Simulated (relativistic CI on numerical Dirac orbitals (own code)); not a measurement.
# Spin-allowed bands of a d8 ion in a tetrahedral site, by hand

Problem. Take Δ = 7800 cm⁻¹ and B = 430 cm⁻¹ for a d8 ion in a tetrahedral site. Calculate the three spin-allowed bands.

Working.
1. The terms of highest spin are 3F (energy 0) and 3P (15B = 6450 cm⁻¹). Here the F term splits into A2 at +1.2Δ = 9360, T2 at +0.2Δ = 1560 and T1 at −0.6Δ = -4680 cm⁻¹.
2. The two T1 states mix through the element 0.4Δ: H = [[-4680, 3120], [3120, 6450]], with roots ½(H₁₁ + H₂₂) ∓ ½√[(H₂₂ − H₁₁)² + 4H₁₂²] = ½(1770) ∓ ½(12760) = -5495 and 7265 cm⁻¹.
3. The ground term is 3T1 at -5495 cm⁻¹.
4. Bands: 3T2 7055 cm⁻¹ (1417 nm), 3T1(P) 12760 cm⁻¹ (784 nm), 3A2 14855 cm⁻¹ (673 nm).

Check. Exact diagonalisation of the whole d8 shell with these parameters gives 3T2 7055, 3T1 12760, 3A2 14855 cm⁻¹. The match is exact, since without spin-orbit coupling no other term has this spin. The ratio of the second band to the first, 1.809, depends on Δ/B = 18.1 alone, which is how a Tanabe-Sugano diagram is read.
